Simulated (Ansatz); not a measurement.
Cost and result up the ladder for the cluster K₃S₂ (the lowest doublet isomer of a short search) (5 atoms). Total charge 0; doublet. Geometry: r2SCAN-D4/def2-SVP.

```xyz
5

K    -0.921   -0.125    2.206
K     0.341   -1.999   -1.271
K     0.582    2.125   -0.935
S    -1.603    0.147   -0.660
S     1.602   -0.147    0.662
```

Ansatz on 4 threads of Arm Neoverse V1 on a shared host. Times are rough, and most runs start from the orbitals of an earlier one. PBE0-D4/def2-TZVP serves as the yardstick here, not as an exact answer. Differences are given only for rows in sets of like size (and for xTB, whose basis is part of the method), since another set adds its own error. Binding counts from free atoms at the same level (K doublet, S triplet; other spins of the atoms weren't run), without zero-point energy or a counterpoise term.

LC-ωPBE has ω = 0.4 bohr⁻¹. Correlated methods freeze 25 core orbitals; core or outer-core shells of K are correlated, in sets that lack core-valence functions. In CCSD on the charge 0 doublet the largest single amplitude is 0.25, so its Hartree–Fock determinant may place the open shell otherwise than the density functionals do. The structure comes from a short search, and lower isomers may exist.

Run but left out: HF/STO-3G (⟨S²⟩ 1.17, where a pure state has 0.75).

Correlated methods converge slowly with the basis.

| level | functions | binding energy per atom (eV) | difference from PBE0-D4/def2-TZVP (eV) |
| --- | --- | --- | --- |
| LC-ωPBE/def2-TZVP | 173 | 1.93 | -0.05 |
| PBE0-D4/def2-SVP | 108 | 2.01 | – |
| PBE0-D4/def2-TZVP | 173 | 1.99 | 0.00 |
| revPBE-D4/def2-TZVP | 173 | 1.98 | -0.01 |
| CCSD(T)/def2-TZVP | 173 | 1.83 | -0.15 |
| PBE-D4/def2-SVP | 108 | 2.08 | – |
| r2SCAN-D4/def2-TZVP | 173 | 2.08 | 0.09 |
| LDA (SPW92)/def2-TZVP | 173 | 2.32 | 0.34 |
| RPA@PBE/def2-TZVP | 173 | 1.71 | -0.28 |
| PBE-D4/def2-TZVP (with forces) | 173 | 2.06 | 0.07 |

Task: Estimate how long each takes.

Result: LDA (SPW92)/def2-TZVP 2.3 s; PBE-D4/def2-SVP 3.5 s; PBE0-D4/def2-SVP 4.3 s; revPBE-D4/def2-TZVP 5.5 s; PBE-D4/def2-TZVP (with forces) 6 s; RPA@PBE/def2-TZVP 7.5 s; PBE0-D4/def2-TZVP 8 s; r2SCAN-D4/def2-TZVP 14 s; LC-ωPBE/def2-TZVP 17 s; CCSD(T)/def2-TZVP 3.7 min. On shared hardware such times vary by a factor of up to 3.
